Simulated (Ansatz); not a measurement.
C2H10BNSi: the same geometry under several functionals.

```yaml
crystal:
  periodic: [false, false, false]
  atoms:
    - {symbol: B, position_ang: [-0.933740, 0.566214, 0.970933]}
    - {symbol: C, position_ang: [-0.291636, -0.722419, 0.368432]}
    - {symbol: C, position_ang: [0.722384, -1.571159, 1.075936]}
    - {symbol: N, position_ang: [0.262407, 0.585680, -0.149088]}
    - {symbol: Si, position_ang: [-0.068709, 1.142748, -1.783347]}
    - {symbol: H, position_ang: [-0.548436, 0.949390, 2.041689]}
    - {symbol: H, position_ang: [-1.972892, 0.975526, 0.528599]}
    - {symbol: H, position_ang: [-0.809764, -1.244810, -0.434629]}
    - {symbol: H, position_ang: [1.474999, -1.992769, 0.400507]}
    - {symbol: H, position_ang: [0.215122, -2.403465, 1.569367]}
    - {symbol: H, position_ang: [1.231379, -0.999735, 1.857418]}
    - {symbol: H, position_ang: [1.171309, 0.798778, 0.239143]}
    - {symbol: H, position_ang: [0.011283, 2.622561, -1.798164]}
    - {symbol: H, position_ang: [0.935828, 0.581211, -2.725528]}
    - {symbol: H, position_ang: [-1.421534, 0.661548, -2.131967]}
basis:
  gaussian: {orbitals: def2-TZVPP}
hamiltonian: {xc: {name: wB97X-V}}
output: {orbitals: {seedname: orbitals}}
```

```sh
$ ansatz run in.yaml --threads 4 --pin off --events-out ev --progress --plain --max-ram 10444MiB
```

It prints (some lines left out):

```
Functional definition: wB97X-V
1565 factors; their error is unknown
416 factors; integrals over basis functions are off by at most 1.1e-5 eV
mean field evaluation 1: about -12275.6999 eV, gradient 4.7e1 eV
mean field evaluation 2: about -12277.3878 eV, gradient 4.0e1 eV
mean field evaluation 4: about -12280.6743 eV, gradient 2.3e0 eV
mean field evaluation 8: about -12280.6962 eV, gradient 2.8e-2 eV
mean field evaluation 16: about -12280.6855 eV, gradient 4.7e-5 eV
mean field -12280.68550839 eV, -451.3068682857 hartree, gradient 4.7e-5 eV, S^2 0.000000; 0 other end points of the search recorded, 0 dependent functions left out
reference -12280.68550581 eV, -451.3068681910 hartree; 24, 24 occupied and 282, 282 virtual orbitals, 1565 factors
Total energy: -12280.68550581 eV, -451.3068681910 hartree
```

Run time 12 s (4 threads of an Arm Neoverse V1 on a shared host); peak host memory 1 GiB.

Changing it to `hamiltonian: {xc: {name: B2PLYP}}` (abridged; 8.5 s):

```
Functional definition: B2PLYP
mean field evaluation 16: about -12268.4137 eV, gradient 1.8e-4 eV
mean field -12268.41367957 eV, -450.8558868947 hartree, gradient 7.6e-6 eV, S^2 0.000000
9 core orbitals not correlated: weight in the atoms' cores, before any rotation towards them, 1.000 or more for the frozen orbitals, at most 0.000 for the correlated occupied ones
second order -26.63095716 eV of doubles, -0.00000000 eV of singles
Total energy: -12275.60424029 eV, -451.1201351272 hartree
```
